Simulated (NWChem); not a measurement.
Isomers of Si$_{4}$H$_{8}$O, each optimised at PBE0/def2-SVP with NWChem, gas phase unless a solvent is named. Flexible species stand in one conformer each, which need not be the lowest.  Relative energies count from the lowest isomer at each level and are electronic, without zero-point energy, on those geometries.

A: [SiH3][SiH]1[SiH2]O[SiH2]1
B: [Si@@H]1([SiH2][SiH2]O1)[SiH3]
C: [SiH2]1[SiH2][SiH2][SiH2]O1
D: [SiH]1([SiH2][SiH2][SiH2]1)O

### Question
Which isomer is lowest, and do the levels agree? Levels: PBE0/def2-SVP; PBE/def2-TZVP; B3LYP/def2-TZVP; BLYP/def2-TZVP; PW6B95/def2-TZVP; PBE0/def2-TZVP.

### Answer
All put C lowest.
```csv
quantity,A,B,C,D
"relative energy, PBE0/def2-SVP (kcal/mol)",12.3,15.6,0.0,25.0
"relative energy, PBE/def2-TZVP (kcal/mol)",10.9,13.8,0.0,24.1
"relative energy, B3LYP/def2-TZVP (kcal/mol)",12.1,14.9,0.0,31.5
"relative energy, BLYP/def2-TZVP (kcal/mol)",11.2,13.7,0.0,30.0
"relative energy, PW6B95/def2-TZVP (kcal/mol)",11.3,14.5,0.0,28.8
"relative energy, PBE0/def2-TZVP (kcal/mol)",11.8,15.1,0.0,26.2
```
